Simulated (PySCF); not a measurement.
From computed data to an observable: oscillator strength and radiative lifetime

B(Me)2(SiH3) (C2H9BSi), SMILES CB(C)[SiH3].

The structure is a stationary point at PBE0-D3(BJ)/def2-SVP. This is a generated structure with no PubChem entry under its InChIKey; it may be hypothetical.

TDA-CAM-B3LYP/def2-SVPD run with PySCF 2.14.0 puts the first singlet state with f over 0.02 at 7.02 eV (vertical), with the transition dipole (-0.245, 0.183, -0.307) in atomic units.

Task: Find the oscillator strength, the wavelength and the radiative lifetime that this transition would have in vacuum if emission retraced absorption.

Result: 
|μ|² = 0.1878 au, so |μ| = 1.10 D. ΔE = 7.02/27.211 = 0.2580 hartree. f = (2/3) ΔE |μ|² = 0.032 (the program prints 0.032).
λ = 1239.84/7.02 = 177 nm; ν = 56620 cm⁻¹.
Einstein's coefficient A = 0.6670 ν² f s⁻¹ (ν in cm⁻¹) = 6.9e7 s⁻¹, so τ = 1/A = 14 ns. This state is S3; the lower singlets have f = 0.008, 0.002. The figure is the radiative limit of this one transition; relaxation, internal conversion, crossing to triplets and a medium change what is measured.
